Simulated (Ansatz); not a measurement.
Calculated with Ansatz (gas phase, PBE0-D4/def2-TZVP geometries, no zero-point term in ΔE). CBS: MP2 limit from def2 TZ/QZ plus the TZ coupled-cluster correction, frozen cores. Functionals use def2-TZVPP. B3LYP here is the variant with VWN-RPA as its local correlation; programs differ in this. Each species was taken in one conformer, which may not be the lowest.

`BC[SiH2]BO` + `NC(F)S` → `BNC(F)S` + `C[SiH2]BO`  (ligand exchange at a B–C bond)

`BC[SiH2]BO`:

Cartesian coordinates in Å:
```
B -1.750 -0.900 0.898
C -1.171 0.476 0.578
Si 0.642 -0.140 0.559
B 1.627 0.390 -1.130
O 0.910 0.940 -2.133
H -2.055 -1.653 0.017
H -1.829 -1.280 2.033
H -1.228 1.237 1.357
H -1.374 0.891 -0.410
H 1.345 0.309 1.792
H 0.641 -1.639 0.621
H 2.811 0.219 -1.269
H 1.430 1.151 -2.914
```

`NC(F)S`:

```xyz
8

N    -0.518   -0.528    1.013
C     0.154   -0.280   -0.197
F     1.471   -0.671   -0.097
S     0.113    1.491   -0.640
H    -0.387    0.193    1.709
H    -1.493   -0.748    0.892
H    -0.296   -0.870   -0.997
H     0.956    1.414   -1.683
```

`BNC(F)S`:

Cartesian coordinates in Å:
```
B -0.738 -0.396 1.446
N 0.375 0.050 0.739
C 0.547 0.225 -0.660
F 1.453 -0.712 -1.127
S -1.018 0.087 -1.548
H -0.638 -0.500 2.632
H -1.749 -0.649 0.868
H 1.226 0.252 1.243
H 0.997 1.197 -0.878
H -0.455 0.447 -2.713
```

`C[SiH2]BO`:

```xyz
11

C     0.409   -1.574   -0.483
Si   -0.863   -0.217   -0.232
B    -0.089    1.502    0.511
O     1.236    1.556    0.782
H     1.183   -1.249   -1.182
H     0.897   -1.821    0.463
H    -0.050   -2.482   -0.879
H    -1.544    0.090   -1.527
H    -1.938   -0.690    0.693
H    -0.766    2.479    0.722
H     1.524    2.404    1.132
```

**Question.** Is it downhill or uphill in electronic energy at CCSD(T)/CBS, and by how much? (Estimate.)

**Answer.** Ansatz gave: Downhill: ΔE = -1.20 eV.

**Question.** What do these levels give: B3LYP-D4, ωB97X-V, PBE, r2SCAN, CCSD/def2-TZVPP, MP2/def2-QZVPP? (Best estimate.)

**Answer.** The calculation gave: B3LYP-D4 -1.24, ωB97X-V -1.20, PBE -1.13, r2SCAN -1.15, CCSD/def2-TZVPP -1.24, MP2/def2-QZVPP -1.21 eV.

Largest T1 diagnostic among the species: 0.014.

In def2-TZVPP, CCSD(T) changes the Hartree–Fock value by +0.05 eV (the triples alone add +0.01 eV) and MP2 by +0.05 eV.
